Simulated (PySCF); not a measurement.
trifluorosilylmethanol (CH3F3OSi), SMILES OC[Si](F)(F)F. Coordinates come from a PBE-D3(BJ)/def2-SVP optimisation. Other conformers were not sampled.

Give the equilibrium geometry at PBE-D3(BJ)/def2-SVP (PySCF confirms it by a frequency run) as a Z-matrix. (The exact figures need the calculation; the answer reports its results.)

Several could match; the one computed here: 
```
C
H 1 1.1106
H 1 1.1192 2 105.75
O 1 1.4230 2 107.46 3 -121.72
H 4 0.9761 1 107.29 2 -177.68
Si 1 1.8742 2 109.71 3 118.42
F 6 1.6181 1 113.81 2 44.29
F 6 1.6206 7 107.38 1 126.50
F 6 1.6264 7 107.09 8 115.64
```
